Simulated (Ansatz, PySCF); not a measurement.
This Ansatz (an electronic-structure program) input computes a BLYP/def2-TZVPD energy:

Ansatz 0.2 input:
```yaml
crystal:
  periodic: [false, false, false]
  atoms:
    - {symbol: Si, position_ang: [-0.01031448, -0.02159705, 0.30558972]}
    - {symbol: Cl, position_ang: [-0.07890239, -0.16521028, 2.33766016]}
    - {symbol: Br, position_ang: [-0.88170038, 1.90776582, -0.31672669]}
    - {symbol: Br, position_ang: [2.08987871, -0.13896735, -0.36107731]}
    - {symbol: Br, position_ang: [-1.16572852, -1.67991466, -0.57986682]}
basis:
  gaussian:
    orbitals: def2-TZVPD
hamiltonian:
  xc: {name: BLYP}
output: {forces: true}
```

Question: Write an input for the same energy in PySCF and say what it gives.

Answer: 
```python
from pyscf import gto, scf, dft

mol = gto.M(
    atom='''
    Si   -0.01031448   -0.02159705    0.30558972
    Cl   -0.07890239   -0.16521028    2.33766016
    Br   -0.88170038    1.90776582   -0.31672669
    Br    2.08987871   -0.13896735   -0.36107731
    Br   -1.16572852   -1.67991466   -0.57986682
    ''',
    basis='def2-tzvpd',
    charge=0,
    spin=0,
    verbose=4,
)

mf = dft.RKS(mol, xc='blyp').density_fit(auxbasis='def2-universal-jkfit')
mf.grids.level = 3
mf.conv_tol = 1e-9
mf.max_cycle = 100
mf.max_memory = 1500
mf.kernel()
if not mf.converged:
    mf = mf.newton()
    mf.kernel(mf.make_rdm1())
mf.analyze()
```
It gives -8472.44959 Eh, and Ansatz -8472.44951 Eh, a difference of 0.08 mEh, from the treatment of integrals and grids.
